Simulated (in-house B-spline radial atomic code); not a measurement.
Orbital energies and mean radii along the 24-electron series, configuration 1s2 2s2 2p6 3s2 3p6 3d3/2(4) 3d5/2(2). The effective charge is n√(-2ε), a non-relativistic measure. Computed with an all-electron radial atomic-structure program (B-spline basis): Dirac-Hartree-Fock, jj configuration that fills j = l - 1/2 first, finite nuclei.

```
  ion   Z  energy of 3p1/2 (Eh)  mean radius of 3p1/2 (bohr)  energy of 3s1/2 (Eh)  mean radius of 3s1/2 (bohr)  effective charge of 3p1/2
 Ge8+  32               -11.613                      0.60131               -13.601                      0.59732                     14.458
 As9+  33                     ?                            ?                     ?                            ?                          ?
Se10+  34               -15.272                       0.5462               -17.495                      0.54727                      16.58
Br11+  35                     ?                            ?                     ?                            ?                          ?
Kr12+  36                -19.41                      0.50013               -21.875                      0.50461                     18.692
Rb13+  37                -21.66                      0.47981               -24.246                      0.48558                     19.745
```

Question: Fill in the row of As9+.

Answer: energy of 3p1/2 (Eh): -13.383; mean radius of 3p1/2 (bohr): 0.57247; energy of 3s1/2 (Eh): -15.487; mean radius of 3s1/2 (bohr): 0.57127; effective charge of 3p1/2: 15.521.

Question: Fill in the row of Br11+.

Answer: energy of 3p1/2 (Eh): -17.281; mean radius of 3p1/2 (bohr): 0.52218; energy of 3s1/2 (Eh): -19.624; mean radius of 3s1/2 (bohr): 0.52512; effective charge of 3p1/2: 17.637.

Question: How does the screening of 3p1/2 change?

Answer: Z less the effective charge goes from 17.54 at Z = 32 to 17.25 at Z = 37.
